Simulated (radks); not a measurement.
Question: The ruthenium ion Ru3+, [Kr] 4d5. Calculated with a radial shooting solver on a logarithmic mesh with Libxc functionals: non-relativistic Kohn-Sham, exchange-only B88, spin-polarised, spherical densities, point nucleus. Every spin shell is full or empty, so the densities are truly spherical. Functionals are evaluated on that one density, not self-consistently. Rank these exchange functionals by their error against the exact value of the orbitals, and give that value: LDA, B88, PBE, revPBE, RPBE, PW91, AM05, SOGGA, G96, TPSS, SCAN, r2SCAN, Tao-Mo, TASK, MVS.

Answer: Exact: -128.318 hartree. From best to worst, with 100 (|E| - |E exact|)/|E exact| (equal figures are ties): B88 0.00, PW91 -0.04, MVS +0.04, r2SCAN -0.09, SCAN +0.19, RPBE -0.24, TPSS -0.25, revPBE -0.30, G96 +0.31, PBE -0.47, Tao-Mo -0.79, TASK -2.31, SOGGA -2.43, AM05 -4.78, LDA -5.17.
